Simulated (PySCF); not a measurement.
PySCF input (M06-2X/def2-TZVPD):

```python
from pyscf import gto, scf, dft

mol = gto.M(
    atom='''
    B    -0.44123186    0.03388884   -0.00108133
    F    -1.19332490   -1.04442578   -0.00264734
    F    -1.01983476    1.21440764   -0.00277648
    Cl    1.30144684   -0.09995770    0.00318947
    ''',
    basis='def2-tzvpd',
    charge=0,
    spin=0,
    verbose=4,
)

mf = dft.RKS(mol, xc='m062x').density_fit(auxbasis='def2-universal-jkfit')
mf.grids.level = 4
mf.conv_tol = 1e-9
mf.max_cycle = 100
mf.max_memory = 1500
mf.kernel()
if not mf.converged:
    mf = mf.newton()
    mf.kernel(mf.make_rdm1())
mf.analyze()
```

Output:

```
PySCF version 2.14.0

[INPUT] verbose = 4
[INPUT] num. atoms = 4
[INPUT] num. electrons = 40
[INPUT] charge = 0
[INPUT] spin (= nelec alpha-beta = 2S) = 0
[INPUT] symmetry False subgroup None
[INPUT] Mole.unit = angstrom
[INPUT] Symbol           X                Y                Z      unit          X                Y                Z       unit  Magmom
[INPUT]  1 B     -0.441231860000   0.033888840000  -0.001081330000 AA   -0.833807372832   0.064040626279  -0.002043417550 Bohr   0.0
[INPUT]  2 F     -1.193324900000  -1.044425780000  -0.002647340000 AA   -2.255057238624  -1.973678681635  -0.005002747559 Bohr   0.0
[INPUT]  3 F     -1.019834760000   1.214407640000  -0.002776480000 AA   -1.927208388712   2.294897843179  -0.005246786790 Bohr   0.0
[INPUT]  4 Cl     1.301446840000  -0.099957700000   0.003189470000 AA    2.459378093281  -0.188892677041   0.006027224783 Bohr   0.0

nuclear repulsion = 141.583641658178
number of shells = 57
number of NR pGTOs = 234
number of NR cGTOs = 163
basis = def2-tzvpd
ecp = {}

******** <class 'pyscf.df.df_jk.DFRKS'> ********
method = DFRKS
initial guess = minao
damping factor = 0
level_shift factor = 0
DIIS = <class 'pyscf.scf.diis.CDIIS'>
diis_start_cycle = 1
diis_space = 8
diis_damp = 0
SCF conv_tol = 1e-09
SCF conv_tol_grad = None
SCF max_cycles = 100
direct_scf = False
XC library pyscf.dft.libxc version 7.1.2
    S. Lehtola, C. Steigemann, M. J. T. Oliveira, and M. A. L. Marques,  SoftwareX 7, 1–5 (2018)
XC functionals = m062x
    Y. Zhao and D. G. Truhlar,  Theor. Chem. Acc. 120, 215 (2008)
    Y. Zhao and D. G. Truhlar,  Theor. Chem. Acc. 120, 215 (2008)
radial grids:
    Treutler-Ahlrichs [JCP 102, 346 (1995); DOI:10.1063/1.469408] (M4) radial grids

becke partition: Becke, JCP 88, 2547 (1988); DOI:10.1063/1.454033
pruning grids: <function nwchem_prune>
grids dens level: 4
symmetrized grids: False
atomic radii adjust function: <function treutler_atomic_radii_adjust>
small_rho_cutoff = 0
Set gradient conv threshold to 3.16228e-05
Initial guess from minao.
tot grids = 114472
******** <class 'pyscf.df.df.DF'> ********
auxbasis = def2-universal-jkfit
init E= -685.353444869241
  HOMO = -0.415918699422925  LUMO = -0.0164113753350806  gap/eV = 10.87115
cycle= 1 E= -684.862796459981  delta_E= 0.491  |g|= 0.596  |ddm|= 1.57
  HOMO = -0.411811592183961  LUMO = -0.0110438730000951  gap/eV = 10.90545
cycle= 2 E= -684.857101686697  delta_E= 0.00569  |g|= 0.696  |ddm|= 0.678
  HOMO = -0.416143902811246  LUMO = -0.00501788709609692  gap/eV = 11.18731
[...]
cycle= 9 E= -684.927974224774  delta_E= -2.28e-10  |g|= 5.69e-06  |ddm|= 3.88e-05
  HOMO = -0.418172034517419  LUMO = -0.00446591233248009  gap/eV = 11.25752
Extra cycle  E= -684.927974224782  delta_E= -7.73e-12  |g|= 4.54e-06  |ddm|= 9.13e-06
converged SCF energy = -684.927974224782
**** SCF Summaries ****
Total Energy =                        -684.927974224781565
Nuclear Repulsion Energy =             141.583641658178095
One-electron Energy =                -1228.754312025175750
Two-electron Energy =                  402.242696142216175
Two-electron Coulomb Energy =          455.515581370160362
DFT Exchange-Correlation Energy =      -53.272885227944201
HOMO-LUMO gap [eV] =                    11.257516989611654
**** MO energy ****
MO #1   energy= -102.666415369659  occ= 2
MO #2   energy= -25.2870744537533  occ= 2
MO #3   energy= -25.287064404182   occ= 2
MO #4   energy= -9.83110594228094  occ= 2
MO #5   energy= -7.55179608155555  occ= 2
MO #6   energy= -7.54901238466115  occ= 2
MO #7   energy= -7.54815423096107  occ= 2
MO #8   energy= -7.21619244323727  occ= 2
MO #9   energy= -1.41337642846359  occ= 2
MO #10  energy= -1.38462222604911  occ= 2
MO #11  energy= -0.963344150924264 occ= 2
MO #12  energy= -0.705559623514489 occ= 2
MO #13  energy= -0.66287740321001  occ= 2
MO #14  energy= -0.624705704594002 occ= 2
MO #15  energy= -0.619157175205632 occ= 2
MO #16  energy= -0.56102128271345  occ= 2
MO #17  energy= -0.551873000150249 occ= 2
MO #18  energy= -0.500128909701828 occ= 2
MO #19  energy= -0.429720457673912 occ= 2
MO #20  energy= -0.418172034517419 occ= 2
MO #21  energy= -0.00446591233248009 occ= 0
MO #22  energy= 0.0229504691929957 occ= 0
MO #23  energy= 0.0327652891361968 occ= 0
MO #24  energy= 0.0393914256148274 occ= 0
MO #25  energy= 0.0395735901820762 occ= 0
MO #26  energy= 0.0761322992482643 occ= 0
MO #27  energy= 0.0764275935758331 occ= 0
MO #28  energy= 0.090550377130784  occ= 0
MO #29  energy= 0.107984672051191  occ= 0
MO #30  energy= 0.111868502767963  occ= 0
MO #31  energy= 0.123366157359763  occ= 0
MO #32  energy= 0.156654197007082  occ= 0
MO #33  energy= 0.159319219585579  occ= 0
MO #34  energy= 0.173208127390806  occ= 0
MO #35  energy= 0.17342089439535   occ= 0
MO #36  energy= 0.188560691619391  occ= 0
MO #37  energy= 0.193874474682297  occ= 0
MO #38  energy= 0.199438292435253  occ= 0
MO #39  energy= 0.236141328350936  occ= 0
MO #40  energy= 0.239305091715018  occ= 0
MO #41  energy= 0.240512480068727  occ= 0
MO #42  energy= 0.245238291674928  occ= 0
MO #43  energy= 0.273839654573121  occ= 0
MO #44  energy= 0.295743103053923  occ= 0
MO #45  energy= 0.303304472234589  occ= 0
MO #46  energy= 0.328677586587826  occ= 0
MO #47  energy= 0.347665432323197  occ= 0
MO #48  energy= 0.366741302516566  occ= 0
MO #49  energy= 0.395121558781356  occ= 0
MO #50  energy= 0.402546210850241  occ= 0
MO #51  energy= 0.442854321688481  occ= 0
MO #52  energy= 0.52063495305676   occ= 0
MO #53  energy= 0.551714683888994  occ= 0
MO #54  energy= 0.555372724945601  occ= 0
MO #55  energy= 0.578360971787039  occ= 0
MO #56  energy= 0.581747720719496  occ= 0
MO #57  energy= 0.604135446070654  occ= 0
MO #58  energy= 0.618585080901741  occ= 0
MO #59  energy= 0.619902628136074  occ= 0
MO #60  energy= 0.63904100697355   occ= 0
MO #61  energy= 0.645963575561706  occ= 0
MO #62  energy= 0.652655401031813  occ= 0
MO #63  energy= 0.652776143698289  occ= 0
MO #64  energy= 0.653112692679814  occ= 0
MO #65  energy= 0.666022234205988  occ= 0
MO #66  energy= 0.674279264495915  occ= 0
MO #67  energy= 0.707426818735078  occ= 0
MO #68  energy= 0.737278676711528  occ= 0
MO #69  energy= 0.748488556539399  occ= 0
MO #70  energy= 0.7644649311362    occ= 0
MO #71  energy= 0.844540003255006  occ= 0
MO #72  energy= 0.847552934835392  occ= 0
MO #73  energy= 0.947217866157156  occ= 0
MO #74  energy= 0.9772019517473    occ= 0
MO #75  energy= 0.99108613683503   occ= 0
MO #76  energy= 0.992624550498658  occ= 0
MO #77  energy= 1.05315115465755   occ= 0
MO #78  energy= 1.06651474961478   occ= 0
MO #79  energy= 1.0709974477485    occ= 0
MO #80  energy= 1.11671294861891   occ= 0
MO #81  energy= 1.21600277469823   occ= 0
MO #82  energy= 1.24698918653786   occ= 0
MO #83  energy= 1.27663040077861   occ= 0
MO #84  energy= 1.31540466289333   occ= 0
MO #85  energy= 1.34293408870732   occ= 0
MO #86  energy= 1.56623986934751   occ= 0
MO #87  energy= 1.57290181697879   occ= 0
MO #88  energy= 1.7066990845667    occ= 0
MO #89  energy= 1.75285281791285   occ= 0
MO #90  energy= 1.85070495984265   occ= 0
MO #91  energy= 1.85855433655377   occ= 0
MO #92  energy= 1.87593085386912   occ= 0
MO #93  energy= 1.90798742911988   occ= 0
MO #94  energy= 1.93517073361237   occ= 0
MO #95  energy= 1.95146382503376   occ= 0
MO #96  energy= 1.99144152456444   occ= 0
MO #97  energy= 1.99788200771909   occ= 0
MO #98  energy= 2.00498263278854   occ= 0
MO #99  energy= 2.02337340606339   occ= 0
MO #100 energy= 2.05319217882121   occ= 0
MO #101 energy= 2.08312956210402   occ= 0
MO #102 energy= 2.10563731502223   occ= 0
MO #103 energy= 2.1225647276012    occ= 0
MO #104 energy= 2.15271576000524   occ= 0
MO #105 energy= 2.17683793979428   occ= 0
MO #106 energy= 2.2084502873585    occ= 0
MO #107 energy= 2.33565977490227   occ= 0
[...]
```
